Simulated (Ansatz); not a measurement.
Born–Oppenheimer molecular dynamics of BF2H4N (8 atoms, charge 0, multiplicity 1). It starts at the highest image of a converged band. Of that band: Neighbouring images differ by up to 1.3 eV, so the band resolves the path poorly. A vibrational analysis at the climbing image gives one clearly imaginary mode, 1518i cm⁻¹: a first-order saddle point.

Level of theory: RKS PBE0-D4/6-31G* (Ansatz).

```
ensemble                      : NVE (velocity Verlet)
time step                     : 0.5 fs
steps asked                   : 200
starting velocities drawn for : 100 K
seed                          : 4235
```

First frame:

```xyz
8
Properties=species:S:1:pos:R:3
B -0.018 0.141 0.261
N -0.034 0.217 1.810
H -0.843 -0.168 2.285
H 0.837 0.035 2.294
F 1.187 -0.151 -0.265
F -1.118 -0.424 -0.274
H -0.185 1.558 0.081
H -0.166 1.347 1.078
```

Question: How far do the bonds stretch over the last three quarters of this one trajectory? (Pairs bonded in most of those frames.)

Answer: 
```tsv
bond	mean (Å)	spread (Å)	shortest	longest
B1–N2	1.420	0.036	1.35	1.49
B1–F5	1.336	0.010	1.32	1.35
B1–F6	1.336	0.002	1.33	1.34
N2–H3	1.014	0.006	1.00	1.03
N2–H4	1.013	0.007	1.00	1.03
H7–H8	0.744	0.012	0.73	0.76
```

Mean temperature of the second half: 2089 K. The conserved energy stayed within 0.084 meV per atom of its start (net change -0.021 meV per atom), so the integration is sound. The kinetic energy rose, since the run started high on the potential surface and went downhill. It ends in pieces (BF2H2N + H2), so much of that is their flight and rotation, not heat. A run of 0.1 ps of so small a system gives no equilibrium averages. The orbitals stay closed-shell, which can raise the energy where a bond breaks towards radicals; this wasn't checked here.

The run took 3.4 min on 1 thread of Intel(R) Xeon(R) 6975P-C (Granite Rapids), on a shared host, peak memory 0.14 GiB.
